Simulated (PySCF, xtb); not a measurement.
InI₂, SMILES [In]([I])[I], multiplicity 2.

Harmonic wavenumbers (cm⁻¹) from GFN2-xTB run with xtb 6.7.1 at its own minimum, in rising order: 33, 146, 180.

Problem. What does PBE-D3(BJ)/def2-SVP (PySCF) give at its own minimum? (Estimate from the structure and the level; the computed values follow.)

Solution. 36, 142, 189. Paired by order, the mean absolute difference is 5 cm⁻¹ and the zero-point energies are 0.5 and 0.5 kcal/mol.
